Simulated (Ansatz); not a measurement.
Coupled-cluster diagnostics for Sn₃S₃, Ansatz.

Geometry of the singlet (r2SCAN-D4/def2-SVP):

| atom | x (Å) | y (Å) | z (Å) |
| --- | --- | --- | --- |
| Sn1 | 2.351 | -0.774 | 0.137 |
| Sn2 | -0.486 | 0.757 | -1.412 |
| Sn3 | -1.762 | -1.015 | 1.421 |
| S4 | -0.011 | -1.708 | -0.352 |
| S5 | 1.792 | 1.476 | -0.476 |
| S6 | -1.883 | 1.263 | 0.681 |

In the def2 sets Sn takes a core potential; there is no spin–orbit coupling. Correlated methods freeze 27 core orbitals; core or outer-core shells of Sn are correlated, in sets that lack core-valence functions. Another isomer (singlet) lies 0.26 eV lower at PBE0-D4/def2-TZVP; other spin states weren't run for this one.

Task: Estimate the CCSD(T) correlation energy, the shares of MP2 and (T), T1 and the reference's ⟨S²⟩ for: charge 0, singlet, own geometry in def2-SVP; and the rough time on 4 threads of Arm Neoverse V1 on a shared host.

Result: 
```
                          state     basis  correlation (eV)  MP2 share (%)  (T) share (%)     T1  ⟨S²⟩ (pure)  wall time
charge 0, singlet, own geometry  def2-SVP           -19.897           88.4            4.9  0.020  0.00 (0.00)       30 s
```
Customary marks for T1 are 0.02 (closed shells), 0.045 (open shells) and about 0.05 (3d metals). T1 stays under 0.02 throughout.
